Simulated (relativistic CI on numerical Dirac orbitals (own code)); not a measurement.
# Pr³⁺: what numerical and physical settings do to a radial Dirac CI calculation

Reference input:

```
atom Pr  Z=59  charge=3  electrons=56
nucleus A=141  rms_radius_fm=4.8919
hamiltonian dirac-coulomb  breit=on  qed=on  c_scale=1
orbitals kli  potential=per-configuration
slater_scale 1
correlation none
mixing on
grid step=0.0125 r_max=64.9
scf mixing=0.4 start=green max_iterations=150 tolerance=2e-08 node_fill=0.05
configurations
  [Xe] 4f2
  [Xe] 4f 5d
  [Xe] 5d2
  [Xe] 4f 6s
  [Xe] 4f 6p
end
```

Computed lowest total energy -9223.92282 Ha, first excitation 2068.7 cm⁻¹, 60 SCF steps. Runs with settings changed; * marks those that are bad on purpose (the QED terms keep the true α when c is scaled):

| Changed | Outcome | Lowest level | ΔE (Ha) | First excitation (cm⁻¹) | SCF steps | Message |
| --- | --- | --- | --- | --- | --- | --- |
| grid step 0.006 | converged | 4f2 3H_4 | -0.00015 | 2068.7 | 59 |  |
| end of the grid at 194.7 bohr, grid step 0.03 | converged | 4f2 3H_4 | 0.000393 | 2068.7 | 59 |  |
| Slater scale 0.6 | converged | 4f2 3H_4 | 0.0174 | 2133.9 | 60 |  |
| speed of light × 1.25, SCF tolerance 1e-05 | converged | 4f2 3H_4 | 117 | 1353.2 | 47 |  |
| configuration list: repeat * | refused |  |  |  | 0 | a configuration is listed twice |
| charge 5 * | refused |  |  |  | 0 | configuration [Xe] 4f2 has 56 electrons, the ion has 54 |

With so few configurations and no correlation, terms lie too far apart (by 10 to 50 % near neutrality), their order can be wrong, and levels of other configurations are missing.
